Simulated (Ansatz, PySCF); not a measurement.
System: TeCl2, charge 0, singlet. TeCl2 (chloro tellurohypochlorite, SMILES Cl[Te]Cl).
B3LYP-D3(BJ)/def2-TZVP minimum from Ansatz (a first-principles code):
```
Te
Cl 1 2.3484
Cl 1 2.3484 2 99.46
```
Charge 0, spin multiplicity 1.

Atomisation energy term by term, kcal/mol (programs: Ansatz). UHF or UKS for unpaired electrons; spin-orbit terms are left out. Cores are frozen in correlated methods (noble-gas shells, and filled d and f shells in the p block). Past Kr the def2 sets carry scalar-relativistic core potentials. CBS(X,Y): correlation extrapolated as X^-3, Hartree-Fock from the larger set. A bracket is a step between two methods taken in the basis named. Spin-orbit terms, left out, reach several kcal/mol for Br and I, and more for heavier atoms.

```csv
term,basis,kcal/mol
Hartree-Fock,def2-QZVPP,62.58
CCSD correlation,"CBS(def2-TZVPP,def2-QZVPP)",59.26
(T),"CBS(def2-TZVPP,def2-QZVPP)",8.18
CCSDT(Q) - CCSD(T),def2-TZVPP,0.33
minus zero-point energy,Hessian by PySCF at B3LYP-D3(BJ)/def2-TZVP,-1.21
sum: D0,,129.1
```

The step beyond CCSD(T) by other levels: CCSDT(Q) in def2-SVP 0.63 kcal/mol.
